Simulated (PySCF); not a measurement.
Record of a relaxation.

Species: trans-PdH(PF3)2Br (singlet state).
Bonds: Pd1–P3, Pd1–Br7, Pd1–P8, P3–F4, P3–F5, P3–F6, P8–F9, P8–F10, P8–F11. Hydrogens: H2 on Pd1.

Method: PySCF 2.14.0, PBE0-D3(BJ)/def2-SVP geometry optimisation, gas phase, def2 core potentials past Kr; density fitting, grid level 1; the optimiser is geomeTRIC in internal coordinates, started from a GFN2-xTB structure with every atom displaced at random (about 0.03 Å). 14 of its 17 geometries are shown. The frame can shift and turn from step to step; on so coarse a grid that alone can change the energy by a few meV, and forces under 0.02 eV/Å are noise.

Step 0: E = -108369.6214 eV, largest atomic force 5.166 eV/Å
```
atom  x, y, z in Å  |  force x, y, z in eV/Å
Pd1     0.385   -0.078   -0.001   -1.617   2.074  -0.172
H2      1.833   -0.018   -0.071    2.213  -0.124  -0.090
P3      0.038    2.154   -0.073    3.418   1.203  -0.650
F4     -0.544    2.850    1.145   -1.775   0.373   2.120
F5     -0.761    2.790   -1.226   -0.954   0.035  -0.963
F6      1.253    3.240   -0.124   -0.213  -1.274  -0.462
Br7    -2.024    0.000    0.069   -1.420   0.179   0.080
P8      0.134   -2.145    0.023   -2.157  -4.378   1.693
F9     -0.680   -2.784    1.311    1.040   1.365  -1.425
F10     1.241   -3.240    0.051    1.041  -0.205  -0.171
F11    -0.777   -2.854   -1.072    0.423   0.752   0.041
```

Step 1: E = -108370.4006 eV, largest atomic force 2.040 eV/Å
```
atom  x, y, z in Å  |  force x, y, z in eV/Å
Pd1     0.283   -0.046   -0.009   -0.480   0.671  -0.187
H2      1.830   -0.114   -0.082    0.005   0.074   0.008
P3      0.064    2.216   -0.071    1.711  -0.031  -0.156
F4     -0.589    2.860    1.183   -0.346   0.306   0.364
F5     -0.754    2.839   -1.241   -0.209   0.168  -0.158
F6      1.365    3.159   -0.159   -0.821  -0.537   0.012
Br7    -2.219    0.103    0.074    0.056  -0.002   0.018
P8      0.135   -2.204    0.040   -1.018  -1.539   0.869
F9     -0.635   -2.794    1.318    0.584   0.520  -0.766
F10     1.352   -3.199    0.057    0.195   0.094  -0.106
F11    -0.733   -2.905   -1.079    0.324   0.276   0.103
```

Step 2: E = -108370.5239 eV, largest atomic force 0.744 eV/Å
```
atom  x, y, z in Å  |  force x, y, z in eV/Å
Pd1     0.158   -0.038   -0.013   -0.169   0.714  -0.122
H2      1.714    0.026   -0.091   -0.127  -0.154   0.017
P3      0.116    2.225   -0.069    0.273  -0.374   0.048
F4     -0.528    2.924    1.178   -0.004   0.084  -0.013
F5     -0.675    2.905   -1.238   -0.064   0.039  -0.020
F6      1.453    3.063   -0.163   -0.161  -0.090   0.041
Br7    -2.348   -0.032    0.088    0.213   0.002  -0.001
P8      0.105   -2.239    0.056   -0.023  -0.026  -0.049
F9     -0.604   -2.835    1.320    0.020  -0.147   0.082
F10     1.406   -3.128    0.047   -0.036   0.003  -0.006
F11    -0.699   -2.957   -1.086    0.077  -0.051   0.023
```

Step 4: E = -108370.5547 eV, largest atomic force 0.159 eV/Å
```
atom  x, y, z in Å  |  force x, y, z in eV/Å
Pd1     0.088   -0.010   -0.021   -0.007   0.008  -0.015
H2      1.639   -0.035   -0.096    0.000   0.008   0.000
P3      0.135    2.218   -0.066   -0.150  -0.028   0.047
F4     -0.488    2.957    1.172    0.060  -0.016  -0.040
F5     -0.642    2.928   -1.231    0.033  -0.005   0.004
F6      1.495    3.003   -0.158    0.075   0.043  -0.006
Br7    -2.391    0.021    0.090   -0.001   0.004   0.007
P8      0.085   -2.234    0.061    0.043   0.034  -0.026
F9     -0.576   -2.885    1.324   -0.018  -0.040   0.036
F10     1.428   -3.056    0.038    0.005   0.022   0.011
F11    -0.675   -2.992   -1.083   -0.042  -0.030  -0.019
```

Step 5: E = -108370.5561 eV, largest atomic force 0.066 eV/Å
```
atom  x, y, z in Å  |  force x, y, z in eV/Å
Pd1     0.067   -0.006   -0.022    0.005  -0.037   0.001
H2      1.618   -0.028   -0.099    0.006  -0.002  -0.003
P3      0.144    2.216   -0.065   -0.046   0.046   0.013
F4     -0.459    2.970    1.173    0.020  -0.011  -0.017
F5     -0.619    2.939   -1.232    0.012  -0.001   0.012
F6      1.518    2.979   -0.162    0.020  -0.008  -0.011
Br7    -2.409    0.018    0.095   -0.011   0.009   0.007
P8      0.073   -2.234    0.060   -0.015  -0.018   0.018
F9     -0.577   -2.898    1.326    0.011   0.016  -0.017
F10     1.427   -3.038    0.036    0.000   0.006  -0.007
F11    -0.685   -3.003   -1.080   -0.004   0.001   0.004
```

Step 6: E = -108370.5565 eV, largest atomic force 0.047 eV/Å
```
atom  x, y, z in Å  |  force x, y, z in eV/Å
Pd1     0.055   -0.006   -0.022    0.002  -0.046   0.008
H2      1.606   -0.033   -0.101    0.004  -0.004  -0.004
P3      0.153    2.216   -0.066    0.014   0.043  -0.009
F4     -0.432    2.980    1.173    0.001  -0.003   0.000
F5     -0.602    2.948   -1.231   -0.002   0.003   0.010
F6      1.539    2.959   -0.169   -0.007  -0.023  -0.011
Br7    -2.421    0.027    0.103   -0.006   0.011   0.006
P8      0.061   -2.235    0.061   -0.020  -0.011   0.015
F9     -0.581   -2.902    1.329    0.013   0.023  -0.017
F10     1.419   -3.032    0.032   -0.002  -0.004  -0.008
F11    -0.699   -3.008   -1.076    0.003   0.010   0.009
```

Step 7: E = -108370.5568 eV, largest atomic force 0.149 eV/Å
```
atom  x, y, z in Å  |  force x, y, z in eV/Å
Pd1     0.028   -0.006   -0.020   -0.011  -0.048   0.019
H2      1.578   -0.058   -0.109    0.001  -0.005  -0.007
P3      0.187    2.213   -0.072    0.136   0.001  -0.060
F4     -0.348    3.006    1.170   -0.036   0.018   0.046
F5     -0.551    2.970   -1.231   -0.029   0.012  -0.001
F6      1.603    2.898   -0.200   -0.064  -0.040  -0.010
Br7    -2.445    0.074    0.128    0.011   0.019   0.006
P8      0.020   -2.237    0.065   -0.014   0.015   0.002
F9     -0.603   -2.906    1.341    0.007   0.026  -0.005
F10     1.382   -3.027    0.019   -0.011  -0.023  -0.006
F11    -0.753   -3.014   -1.059    0.010   0.026   0.016
```

Step 9: E = -108370.5593 eV, largest atomic force 0.178 eV/Å
```
atom  x, y, z in Å  |  force x, y, z in eV/Å
Pd1     0.026   -0.013   -0.016   -0.025   0.006   0.003
H2      1.572   -0.119   -0.124   -0.006   0.005  -0.012
P3      0.236    2.205   -0.094    0.143  -0.083  -0.067
F4     -0.252    3.019    1.153   -0.027   0.032   0.054
F5     -0.503    2.979   -1.240   -0.039   0.008  -0.015
F6      1.670    2.840   -0.259   -0.053   0.005   0.001
Br7    -2.438    0.181    0.168    0.028   0.004   0.009
P8     -0.033   -2.237    0.082    0.031   0.042  -0.020
F9     -0.647   -2.884    1.372   -0.021  -0.011   0.030
F10     1.310   -3.057    0.015   -0.021  -0.020   0.006
F11    -0.842   -3.002   -1.026   -0.009   0.012   0.009
```

Step 10: E = -108370.5603 eV, largest atomic force 0.091 eV/Å
```
atom  x, y, z in Å  |  force x, y, z in eV/Å
Pd1     0.038   -0.015   -0.016   -0.012   0.019  -0.004
H2      1.583   -0.127   -0.126   -0.005   0.004  -0.012
P3      0.240    2.203   -0.100    0.064  -0.057  -0.031
F4     -0.253    3.014    1.150   -0.007   0.014   0.011
F5     -0.507    2.970   -1.246   -0.029  -0.002   0.001
F6      1.667    2.849   -0.268    0.005   0.023  -0.004
Br7    -2.424    0.197    0.172    0.011  -0.004   0.011
P8     -0.036   -2.237    0.086    0.039   0.020  -0.004
F9     -0.654   -2.874    1.380   -0.028  -0.012   0.019
F10     1.297   -3.073    0.020   -0.012  -0.007   0.006
F11    -0.852   -2.993   -1.021   -0.025   0.001   0.006
```

Step 11: E = -108370.5610 eV, largest atomic force 0.042 eV/Å
```
atom  x, y, z in Å  |  force x, y, z in eV/Å
Pd1     0.049   -0.018   -0.015    0.006   0.041  -0.010
H2      1.593   -0.137   -0.132   -0.002  -0.004  -0.013
P3      0.253    2.199   -0.111    0.002  -0.021   0.003
F4     -0.238    3.012    1.139    0.012  -0.003  -0.019
F5     -0.504    2.959   -1.256   -0.014  -0.009   0.008
F6      1.676    2.852   -0.287    0.030   0.024  -0.010
Br7    -2.408    0.218    0.182   -0.001  -0.012   0.013
P8     -0.047   -2.236    0.096    0.026  -0.010   0.013
F9     -0.672   -2.860    1.393   -0.025  -0.005   0.006
F10     1.273   -3.094    0.029   -0.006   0.003   0.005
F11    -0.877   -2.982   -1.007   -0.027  -0.004   0.004
```

Step 12: E = -108370.5616 eV, largest atomic force 0.068 eV/Å
```
atom  x, y, z in Å  |  force x, y, z in eV/Å
Pd1     0.062   -0.020   -0.014    0.028   0.061  -0.015
H2      1.603   -0.155   -0.143   -0.001  -0.012  -0.014
P3      0.279    2.194   -0.131   -0.041   0.011   0.030
F4     -0.202    3.015    1.118    0.024  -0.013  -0.037
F5     -0.490    2.945   -1.274    0.001  -0.011   0.009
F6      1.699    2.847   -0.324    0.036   0.014  -0.015
Br7    -2.390    0.248    0.204   -0.012  -0.021   0.013
P8     -0.069   -2.234    0.114   -0.004  -0.034   0.026
F9     -0.702   -2.838    1.417   -0.015   0.003  -0.006
F10     1.231   -3.120    0.045    0.001   0.008   0.005
F11    -0.922   -2.968   -0.981   -0.016  -0.006   0.004
```

Step 14: E = -108370.5628 eV, largest atomic force 0.039 eV/Å
```
atom  x, y, z in Å  |  force x, y, z in eV/Å
Pd1     0.068   -0.017   -0.015    0.025   0.030  -0.004
H2      1.608   -0.163   -0.156   -0.001  -0.011  -0.013
P3      0.302    2.192   -0.154   -0.004   0.010   0.010
F4     -0.167    3.028    1.090    0.008  -0.002  -0.010
F5     -0.474    2.934   -1.298    0.000   0.000   0.000
F6      1.723    2.839   -0.363   -0.002  -0.013  -0.014
Br7    -2.383    0.242    0.223   -0.004  -0.004   0.008
P8     -0.090   -2.230    0.136   -0.029  -0.018   0.011
F9     -0.729   -2.814    1.446    0.000   0.009  -0.003
F10     1.198   -3.134    0.070    0.002  -0.001   0.007
F11    -0.958   -2.962   -0.949    0.006   0.001   0.007
```

Step 15: E = -108370.5633 eV, largest atomic force under 0.02 eV/Å
```
atom  x, y, z in Å  |  force x, y, z in eV/Å
Pd1     0.073   -0.016   -0.016    0.011   0.001   0.004
H2      1.610   -0.181   -0.170   -0.002  -0.005  -0.012
P3      0.325    2.188   -0.176    0.012  -0.002  -0.005
F4     -0.127    3.039    1.063    0.002   0.007   0.004
F5     -0.455    2.926   -1.321   -0.004   0.004  -0.003
F6      1.750    2.820   -0.404   -0.008  -0.009  -0.008
Br7    -2.375    0.258    0.241   -0.003   0.000   0.004
P8     -0.114   -2.227    0.158   -0.018   0.002   0.000
F9     -0.755   -2.789    1.476   -0.001   0.006   0.001
F10     1.163   -3.147    0.096    0.002  -0.006   0.008
F11    -0.996   -2.957   -0.916    0.009   0.000   0.007
```

Step 16: E = -108370.5634 eV, largest atomic force under 0.02 eV/Å
```
atom  x, y, z in Å  |  force x, y, z in eV/Å
Pd1     0.075   -0.016   -0.018    0.002  -0.006   0.005
H2      1.611   -0.186   -0.177   -0.002  -0.002  -0.010
P3      0.331    2.187   -0.186    0.007  -0.003  -0.006
F4     -0.116    3.043    1.051    0.002   0.005   0.004
F5     -0.449    2.923   -1.331   -0.003   0.003  -0.002
F6      1.757    2.815   -0.419   -0.003  -0.005  -0.007
Br7    -2.373    0.260    0.246    0.000   0.003   0.003
P8     -0.121   -2.225    0.168   -0.006   0.007  -0.002
F9     -0.763   -2.778    1.489   -0.003   0.004   0.003
F10     1.152   -3.151    0.109    0.001  -0.003   0.009
F11    -1.006   -2.958   -0.902    0.005  -0.001   0.003
```

Q: Summarise the path.

A: The energy falls by 0.9420 eV from step 0 to step 16; nine tenths of that is first reached at step 2. It falls at every step. The largest force goes from 5.166 to under 0.02 eV/Å. Among the bonds Pd1–P8 changes most, from 2.083 to 2.226 Å; the atoms move by 0.238 Å rms after alignment.

Q: Follow the three bonds and two angles with the largest change from start to end.

A: 
```json
{"step": "0", "E above end (eV)": "0.9420", "largest force (eV/Å)": "5.166", "Pd1–P8 (Å)": "2.083", "Pd1–H2 (Å)": "1.452", "P8–F9 (Å)": "1.652", "P3–Pd1–P8 (°)": "164.2", "P3–Pd1–Br7 (°)": "79.4"}
{"step": "1", "E above end (eV)": "0.1627", "largest force (eV/Å)": "2.040", "Pd1–P8 (Å)": "2.164", "Pd1–H2 (Å)": "1.550", "P8–F9 (Å)": "1.604", "P3–Pd1–P8 (°)": "170.5", "P3–Pd1–Br7 (°)": "81.1"}
{"step": "2", "E above end (eV)": "0.0395", "largest force (eV/Å)": "0.744", "Pd1–P8 (Å)": "2.203", "Pd1–H2 (Å)": "1.559", "P8–F9 (Å)": "1.566", "P3–Pd1–P8 (°)": "177.5", "P3–Pd1–Br7 (°)": "88.9"}
{"step": "3", "E above end (eV)": "0.0160", "largest force (eV/Å)": "0.379", "Pd1–P8 (Å)": "2.221", "Pd1–H2 (Å)": "1.555", "P8–F9 (Å)": "1.561", "P3–Pd1–P8 (°)": "179.1", "P3–Pd1–Br7 (°)": "88.9"}
{"step": "4", "E above end (eV)": "0.0087", "largest force (eV/Å)": "0.159", "Pd1–P8 (Å)": "2.226", "Pd1–H2 (Å)": "1.553", "P8–F9 (Å)": "1.568", "P3–Pd1–P8 (°)": "178.6", "P3–Pd1–Br7 (°)": "90.5"}
{"step": "5", "E above end (eV)": "0.0073", "largest force (eV/Å)": "0.066", "Pd1–P8 (Å)": "2.229", "Pd1–H2 (Å)": "1.552", "P8–F9 (Å)": "1.570", "P3–Pd1–P8 (°)": "177.7", "P3–Pd1–Br7 (°)": "91.4"}
{"step": "6", "E above end (eV)": "0.0069", "largest force (eV/Å)": "0.047", "Pd1–P8 (Å)": "2.231", "Pd1–H2 (Å)": "1.553", "P8–F9 (Å)": "1.570", "P3–Pd1–P8 (°)": "177.2", "P3–Pd1–Br7 (°)": "91.8"}
{"step": "7", "E above end (eV)": "0.0066", "largest force (eV/Å)": "0.149", "Pd1–P8 (Å)": "2.233", "Pd1–H2 (Å)": "1.553", "P8–F9 (Å)": "1.570", "P3–Pd1–P8 (°)": "176.0", "P3–Pd1–Br7 (°)": "92.3"}
{"step": "8", "E above end (eV)": "0.0060", "largest force (eV/Å)": "0.209", "Pd1–P8 (Å)": "2.232", "Pd1–H2 (Å)": "1.553", "P8–F9 (Å)": "1.570", "P3–Pd1–P8 (°)": "175.6", "P3–Pd1–Br7 (°)": "92.1"}
{"step": "9", "E above end (eV)": "0.0041", "largest force (eV/Å)": "0.178", "Pd1–P8 (Å)": "2.227", "Pd1–H2 (Å)": "1.553", "P8–F9 (Å)": "1.569", "P3–Pd1–P8 (°)": "176.1", "P3–Pd1–Br7 (°)": "91.0"}
{"step": "10", "E above end (eV)": "0.0031", "largest force (eV/Å)": "0.091", "Pd1–P8 (Å)": "2.225", "Pd1–H2 (Å)": "1.553", "P8–F9 (Å)": "1.569", "P3–Pd1–P8 (°)": "176.7", "P3–Pd1–Br7 (°)": "90.4"}
{"step": "11", "E above end (eV)": "0.0023", "largest force (eV/Å)": "0.042", "Pd1–P8 (Å)": "2.223", "Pd1–H2 (Å)": "1.553", "P8–F9 (Å)": "1.569", "P3–Pd1–P8 (°)": "177.2", "P3–Pd1–Br7 (°)": "90.0"}
{"step": "12", "E above end (eV)": "0.0018", "largest force (eV/Å)": "0.068", "Pd1–P8 (Å)": "2.221", "Pd1–H2 (Å)": "1.553", "P8–F9 (Å)": "1.570", "P3–Pd1–P8 (°)": "177.8", "P3–Pd1–Br7 (°)": "89.6"}
{"step": "13", "E above end (eV)": "0.0013", "largest force (eV/Å)": "0.066", "Pd1–P8 (Å)": "2.222", "Pd1–H2 (Å)": "1.553", "P8–F9 (Å)": "1.570", "P3–Pd1–P8 (°)": "177.9", "P3–Pd1–Br7 (°)": "89.9"}
{"step": "14", "E above end (eV)": "0.0006", "largest force (eV/Å)": "0.039", "Pd1–P8 (Å)": "2.224", "Pd1–H2 (Å)": "1.553", "P8–F9 (Å)": "1.570", "P3–Pd1–P8 (°)": "178.0", "P3–Pd1–Br7 (°)": "90.3"}
{"step": "15", "E above end (eV)": "0.0001", "largest force (eV/Å)": "under 0.02", "Pd1–P8 (Å)": "2.225", "Pd1–H2 (Å)": "1.553", "P8–F9 (Å)": "1.570", "P3–Pd1–P8 (°)": "178.3", "P3–Pd1–Br7 (°)": "90.5"}
{"step": "16", "E above end (eV)": "0.0000", "largest force (eV/Å)": "under 0.02", "Pd1–P8 (Å)": "2.226", "Pd1–H2 (Å)": "1.553", "P8–F9 (Å)": "1.569", "P3–Pd1–P8 (°)": "178.4", "P3–Pd1–Br7 (°)": "90.7"}
```

The cost below is that of the whole optimisation. Hardware: an AMD EPYC 9R45 with one thread, no GPU (shared host). Cost: 3.7 min, 1.1 GiB resident at most.
